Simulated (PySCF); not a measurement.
# A small calculation by hand: chemical shift, span and skew from a shielding tensor

C2H8O2Si, SMILES C[C@H](O)[SiH2]O. Atoms are numbered in the order given.

```xyz
13

C      2.0811    -0.3669     0.4308
C      0.8321     0.2014    -0.2268
O      0.5170     1.5273     0.2552
Si    -0.7810    -0.7973    -0.0340
O     -1.9933     0.2118    -0.5811
H      1.9247    -0.5377     1.5105
H      2.3574    -1.3351    -0.0178
H      2.9331     0.3230     0.3152
H      1.0222     0.3385    -1.3056
H      0.5094     1.4932     1.2228
H     -0.8194    -2.0607    -0.8194
H     -0.9313    -1.1171     1.4225
H     -1.7306     1.1385    -0.4696
```

Coordinates come from a B3LYP-D3(BJ)/def2-SVP optimisation. The structure was generated by enumeration; whether it is a known compound was not checked. One conformer was computed; it need not be the lowest.

GIAO shieldings from PySCF with PBE/pcSseg-1, non-relativistic, no solvent. The symmetric part of the tensor of C1 has the principal values 141.7, 155.0, 182.2 ppm. The same nucleus in TMS has σ = 182.0 ppm at this level (PySCF, at its B3LYP-D3(BJ)/def2-TZVP geometry).

### Question
Work out the isotropic shielding, the ¹³C shift against TMS, the span and the skew.

### Answer

σ(iso) = (σ11 + σ22 + σ33)/3 = 159.6 ppm. δ = σ(ref) − σ(iso) = 182.0 − (159.6) = 22.4 ppm.
Span Ω = σ33 − σ11 = 40.5 ppm. Skew κ = 3(σ(iso) − σ22)/Ω = 0.34. Tumbling in solution averages the tensor to δ; in a static solid the shielding alone would spread this spin-1/2 line over Ω.
